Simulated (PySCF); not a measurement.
Compound: B2H6O2Si.
Bonds: B1–O2, O2–B3, B3–O4, O4–Si5. Hydrogens: H6, H7 on B1; H8 on B3; H9, H10, H11 on Si5.

Computed by this run: PBE0-D3(BJ)/def2-SVP geometry optimisation, gas phase (PySCF 2.14.0); density fitting, grid level 1; the optimiser is geomeTRIC in internal coordinates, started from a GFN2-xTB structure with every atom displaced at random (about 0.01 Å).

Step 1: E = -13409.5784 eV
```
atom  x, y, z in Å  |  force x, y, z in eV/Å
B1      2.5284    1.1082    0.5033    0.200  -0.110   0.307
O2      1.5075    0.4818   -0.0760   -0.112  -0.001  -0.017
B3      0.4484   -0.1273   -0.6412   -0.734   0.197   0.278
O4     -0.8270    0.1674   -0.2405    0.623  -0.286  -0.381
Si5    -1.8154    1.0423    0.7710   -0.009   0.071  -0.025
H6      3.0155    0.6309    1.5178   -0.095   0.076  -0.208
H7      2.9464    2.1314    0.0154    0.010   0.065  -0.045
H8      0.6283   -0.9447   -1.5100    0.000   0.005   0.011
H9     -1.0660    1.4624    1.9894   -0.003   0.031   0.050
H10    -2.9755    0.1878    1.1509    0.063  -0.032   0.007
H11    -2.3231    2.2404    0.0392    0.058  -0.016   0.023
```

Step 2: E = -13409.5923 eV
```
atom  x, y, z in Å  |  force x, y, z in eV/Å
B1      2.5079    1.1089    0.5160    0.077  -0.032   0.052
O2      1.4885    0.4826   -0.0708    0.029   0.044   0.026
B3      0.4370   -0.1307   -0.6468   -0.322   0.101   0.151
O4     -0.8299    0.1557   -0.2554    0.191  -0.192  -0.256
Si5    -1.7967    1.0438    0.7654    0.002   0.069   0.069
H6      2.9939    0.6272    1.5183   -0.020   0.011  -0.042
H7      2.9218    2.1396    0.0323   -0.013   0.007  -0.005
H8      0.6265   -0.9446   -1.5162    0.020  -0.004  -0.004
H9     -1.0334    1.4739    1.9752   -0.008   0.008  -0.002
H10    -2.9440    0.1854    1.1682    0.021  -0.016   0.009
H11    -2.3041    2.2387    0.0330    0.025   0.004   0.003
```

Step 3: E = -13409.5967 eV
```
atom  x, y, z in Å  |  force x, y, z in eV/Å
B1      2.5117    1.1012    0.5249   -0.060   0.053  -0.114
O2      1.4772    0.4915   -0.0565   -0.096   0.102   0.118
B3      0.4205   -0.1158   -0.6358    0.280  -0.162  -0.173
O4     -0.8482    0.1405   -0.2736   -0.163   0.024   0.007
Si5    -1.7973    1.0420    0.7558    0.001   0.081   0.135
H6      3.0063    0.6051    1.5081    0.045  -0.050   0.074
H7      2.9195    2.1396    0.0486   -0.003  -0.028   0.014
H8      0.6310   -0.9210   -1.5092    0.021  -0.023  -0.028
H9     -1.0167    1.4967    1.9462    0.001  -0.008  -0.020
H10    -2.9229    0.1747    1.1954   -0.012   0.004  -0.002
H11    -2.3137    2.2261    0.0153   -0.014   0.005  -0.010
```

Step 4: E = -13409.6006 eV
```
atom  x, y, z in Å  |  force x, y, z in eV/Å
B1      2.4439    1.1099    0.5523   -0.109   0.029  -0.171
O2      1.4323    0.4873   -0.0565    0.133   0.016   0.009
B3      0.4079   -0.1438   -0.6716    0.509  -0.003  -0.018
O4     -0.8545    0.1108   -0.3067   -0.578  -0.035  -0.022
Si5    -1.7440    1.0464    0.7513    0.040   0.036   0.086
H6      2.9322    0.6073    1.5339    0.060  -0.051   0.103
H7      2.8336    2.1653    0.0991    0.007  -0.020   0.021
H8      0.6467   -0.9394   -1.5486   -0.011   0.022   0.021
H9     -0.9060    1.5079    1.8985    0.010  -0.012  -0.013
H10    -2.8585    0.2001    1.2547   -0.026   0.018  -0.008
H11    -2.2661    2.2288    0.0129   -0.035  -0.001  -0.009
```

Task: Estimate the geometry and energy of step 5. (The exact step hangs on the optimiser's Hessian estimate; all steps are aligned on step 4, rigid shifts and turns removed.)

Result: E = -13409.6055 eV, largest force 0.270 eV/Å
```
atom  x, y, z in Å  |  force x, y, z in eV/Å
B1      2.4546    1.1093    0.5490   -0.025  -0.012  -0.071
O2      1.4391    0.4905   -0.0551    0.008   0.016   0.004
B3      0.4114   -0.1385   -0.6664    0.255   0.020   0.019
O4     -0.8605    0.1115   -0.3055   -0.261  -0.046  -0.052
Si5    -1.7543    1.0455    0.7517    0.042   0.030   0.054
H6      2.9469    0.6012    1.5303    0.021  -0.010   0.037
H7      2.8507    2.1612    0.0948   -0.002  -0.008   0.014
H8      0.6503   -0.9334   -1.5430   -0.013   0.009   0.009
H9     -0.9158    1.5081    1.8980    0.004  -0.006  -0.009
H10    -2.8710    0.2007    1.2534   -0.013   0.008  -0.003
H11    -2.2838    2.2245    0.0120   -0.017  -0.001  -0.002
```

The energy changes by -0.0049 eV. The first-order estimate −F·Δx gives -0.0070 eV and the mean of the old and new forces, exact on a quadratic surface, -0.0050 eV. The step makes an angle of 78° with the force vector and moves no atom by more than 0.018 Å.

The cost below is that of the whole optimisation. On one thread, Arm Neoverse V2 (aarch64), shared host, this took 26 s and 0.43 GiB of memory at its peak.
